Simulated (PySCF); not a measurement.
A structure optimised at PBE-D3(BJ)/def2-SVP, used in a PySCF frequency run:

```
C
H 1 1.1062
H 1 1.1062 2 109.01
H 1 1.1163 2 108.27 3 -117.57
C 1 1.4896 2 110.16 4 -121.45
F 5 1.3439 1 115.36 2 54.81
F 5 1.3439 6 110.03 1 -132.63
```
Charge 0, spin multiplicity 2.

### Question
Write its SMILES, formula and point group.

### Answer
C[C](F)F, C2H3F2, Cs

### Question
What are its rotational constants (standard atomic weights)?

### Answer
9.9932, 9.0861, 5.0313 GHz
